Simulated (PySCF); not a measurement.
## Orbital picture of SbTe⁻

MN15 at R = 2.646 Å; PySCF, scalar-relativistic core potentials, basis sets Sb def2-TZVPPD with ECP28, Te def2-TZVPPD with ECP28. State: ³Σ⁻ (triplet), unpaired electrons π ↑↑. Only the outer orbitals are listed, counted within each symmetry, core potentials removing the inner ones.

```
spin  orbital  occ.  ε (eV)  on Sb (%)           main shells (%)
   α       7σ     1  -13.01         32          68 Te s, 28 Sb s
   α       8σ     1   -9.94         69          67 Sb s, 25 Te s
   α       9σ     1   -3.22         47          51 Te p, 42 Sb p
   α       5π     1   -2.87         46          54 Te p, 45 Sb p
   α       5π     1   -2.87         46          54 Te p, 45 Sb p
   α       6π     1   -0.90         55          52 Sb p, 43 Te p
   α       6π     1   -0.90         55          52 Sb p, 43 Te p
   α      10σ     0    3.48         24          81 Te p, 29 Sb p
   β       7σ     1  -12.48         25          74 Te s, 21 Sb s
   β       8σ     1   -8.70         71  68 Sb s, 19 Te s, 9 Te p
   β       9σ     1   -2.84         46          50 Te p, 40 Sb p
   β       5π     1   -1.91         25          74 Te p, 23 Sb p
   β       5π     1   -1.91         25          74 Te p, 23 Sb p
   β       6π     0    2.50         72          68 Sb p, 21 Te p
   β       6π     0    2.50         72          68 Sb p, 21 Te p
   β      10σ     0    3.63         23          91 Te p, 31 Sb p
```

Task: Which are the highest filled and the lowest empty level, where do they sit, and how wide is the gap?

Result: Highest filled α 6π at -0.90 eV (in %: 52 Sb p, 43 Te p); lowest empty β 6π at 2.50 eV (in %: 68 Sb p, 21 Te p); the gap at MN15 is 3.40 eV. Both belong to one degenerate shell, split only by its one-sided filling, so this is no excitation gap. An empty level above zero is unbound, and its energy depends on the basis.

The bond order (Mayer) is 2.04, the ⟨S²⟩ is 2.013 and the charge on Sb (Mulliken, basis-dependent) is -0.40. The charge on Sb (Löwdin, basis-dependent) is -0.40. The dipole moment (positive dipole points towards Te; it is taken about the centre of mass and depends on that origin) is -0.83 D.

Spin–orbit coupling is left out. The state was picked by a PBE0 search and need not be the measured ground state.
